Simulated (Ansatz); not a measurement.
Reaction (cleavage of the Si–Si bond): `B[SiH](N)[SiH2]F` + `BN` → `BN[SiH2]F` + `B[SiH2]N`

Gas-phase electronic energies from Ansatz, PBE0-D4/def2-TZVP geometries. CCSD(T)/CBS adds triple-zeta CCSD(T) − MP2 to the extrapolated MP2 energy (def2 sets, frozen cores). This one scheme is used for every species. Functionals use def2-TZVPP. B3LYP here is the variant with VWN-RPA as its local correlation; programs differ in this. Each species was taken in one conformer, which may not be the lowest.

`B[SiH](N)[SiH2]F`:

```xyz
12

B     1.259    0.932   -1.242
Si   -0.387    0.478   -0.220
N    -0.563    1.361    1.249
Si   -0.238   -1.825    0.240
F     1.199   -2.195    0.863
H     1.437    0.402   -2.300
H     2.106    1.676   -0.843
H    -1.561    0.552   -1.157
H    -0.255    2.317    1.304
H    -1.326    1.185    1.883
H    -0.405   -2.623   -1.004
H    -1.266   -2.260    1.228
```

`BN`:

Z-matrix (Å, degrees):
```
B
N 1 1.385
H 1 1.197 2 119.0
H 1 1.197 2 119.0 3 -180.0
H 2 1.006 1 123.2 3 -0.0
H 2 1.006 1 123.2 3 180.0
```

`BN[SiH2]F`:

Z-matrix (Å, degrees):
```
Si
N 1 1.727
F 1 1.598 2 110.7
H 1 1.480 2 109.5 3 -116.8
H 1 1.475 2 108.4 3 118.5
B 2 1.404 1 125.5 3 -100.6
H 2 1.011 1 117.4 3 78.3
H 6 1.197 2 118.6 1 -0.9
H 6 1.196 2 119.8 1 179.4
```

`B[SiH2]N`:

Z-matrix (Å, degrees):
```
Si
N 1 1.724
B 1 2.002 2 111.8
H 1 1.490 2 107.5 3 -124.1
H 1 1.506 2 115.5 3 118.8
H 2 1.007 1 120.4 3 176.1
H 2 1.007 1 119.2 3 -40.9
H 3 1.197 1 120.1 2 -164.6
H 3 1.197 1 122.8 2 18.7
```

(1) Is it downhill or uphill in electronic energy at CCSD(T)/CBS, and by how much? (Estimate.)

(2) What do these levels give: PBE-D4, PBE0-D4, B3LYP-D4, ωB97M-V, PBE, r2SCAN, PBE0, B3LYP, MP2/def2-TZVPP, CCSD(T)/def2-TZVPP, MP2/CBS(def2), CCSD/CBS(def2)? (Estimate.)

Largest T1 diagnostic among the species: 0.013.

Results:

(1) The calculation gave: Downhill: ΔE = -65.4 kJ/mol.

(2) The calculation gave: PBE-D4 -36.7, PBE0-D4 -46.4, B3LYP-D4 -56.6, ωB97M-V -65.6, PBE -38.7, r2SCAN -54.5, PBE0 -48.4, B3LYP -59.6, MP2/def2-TZVPP -73.1, CCSD(T)/def2-TZVPP -66.4, MP2/CBS(def2) -72.2, CCSD/CBS(def2) -68.3 kJ/mol.

From PBE to PBE0 (25 % exact exchange), in def2-TZVPP and without D4, ΔE moves by −9.7 kJ/mol. In def2-TZVPP, CCSD(T) changes the Hartree–Fock value by +19.0 kJ/mol (the triples alone add +2.9 kJ/mol) and MP2 by +12.2 kJ/mol. The D4 term adds +3.0 kJ/mol with B3LYP and +2.0 kJ/mol with PBE0; it sums over pairs of atoms, weighted by their polarisabilities, and B3LYP, whose exchange is more repulsive, gets the larger term.
